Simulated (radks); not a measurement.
The nuclear charge of the iridium ion Ir2+ is varied continuously with 75 electrons held in [Xe] 4f14 5d7. Method: Dirac Kohn-Sham, PBEsol, spin-unpolarised, spherical densities, finite nucleus; open shells are shared between the two j in proportion to 2j + 1; Fermi nuclear charge, rms radius 5.4032 fm; computed with a radial shooting solver on a logarithmic mesh with Libxc functionals. By the Hellmann-Feynman theorem dE/dZ = E(electron-nucleus)/Z, the electronic potential at the nucleus (averaged over a nucleus of fixed radius).

\begin{tabular}{lrrrrr}
Z & E (hartree) & E(electron-nucleus)/Z (hartree) & HOMO & e(HOMO) (eV) & <r> HOMO (bohr) \\ \hline
76 & -17273.3260 & -569.241 & 5d5/2 & -11.882 & 1.847 \\
76.25 & -17416.0047 & -572.190 & 5d5/2 & -14.660 & 1.788 \\
76.5 & -17559.4212 & -575.143 & 5d5/2 & -17.597 & 1.736 \\
76.75 & -17703.5765 & -578.100 & 5d5/2 & -20.684 & 1.689 \\
77 & -17848.4717 & -581.062 & 5d5/2 & -23.913 & 1.646 \\
77.25 & -17994.1081 & -584.029 & 5d5/2 & -27.277 & 1.607 \\
77.5 & -18140.4868 & -587.002 & 5d5/2 & -30.769 & 1.570 \\
77.75 & -18287.6094 & -589.980 & 5d5/2 & -34.384 & 1.537 \\
78 & -18435.4773 & -592.964 & 5d5/2 & -38.118 & 1.506 \\
\end{tabular}

The central difference of E at Z = 77 is -581.063 hartree, to compare with the third column; the second derivative is -11.9 hartree.
